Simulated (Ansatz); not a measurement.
Consider the substitution at a C–Al bond: `[NH2][AlH][CH]=O` + `[NH2][SbH2]` → `O=C[NH][SbH2]` + `[NH2][AlH2]`.

Isolated molecules relaxed with PBE0-D4/def2-TZVP in Ansatz; ΔE leaves out vibrations. CCSD(T)/CBS is the MP2 limit (def2-TZVPP, def2-QZVPP) plus CCSD(T) − MP2 in def2-TZVPP, frozen cores. This one scheme is used for every species. Functionals use def2-TZVPP. def2 core potentials past Kr. For Sb outer-core shells are correlated without core-valence functions, which leaves a few kJ/mol of doubt a bond. Each species was taken in one conformer, which may not be the lowest.

```csv
level,ΔE (kcal/mol),difference from CCSD(T)/CBS
LDA (SPW92),-26.9,-8.0
BLYP-D4,-21.1,-2.2
r2SCAN-D4,-22.8,-3.9
B97M-V,-24.6,-5.7
BHLYP-D4,-21.4,-2.5
r2SCAN0,-22.4,-3.5
BHLYP,-20.7,-1.8
CAM-B3LYP,-21.2,-2.3
HF/def2-SVP,-24.7,-5.8
CCSD/def2-TZVPP,-18.7,0.2
CCSD(T)/CBS,-18.9,0
```

Largest T1 diagnostic among the species: 0.017.

At CCSD(T), def2-SVP lies −5.2 kcal/mol from the extrapolated value and def2-TZVPP −0.2 kcal/mol. The D4 term adds −1.0 kcal/mol with B3LYP and −0.5 kcal/mol with PBE0; it sums over pairs of atoms, weighted by their polarisabilities, and B3LYP, whose exchange is more repulsive, gets the larger term. Leaving LDA and LC-ωPBE aside and taking each functional with its dispersion term where it has one, the values, not all of them listed here, spread over 4.5 kcal/mol, from B97M-V to ωB97M-V. LDA lies −5.3 kcal/mol from PBE without D4.

B3LYP here is the variant with VWN-RPA as its local correlation; programs differ in this.
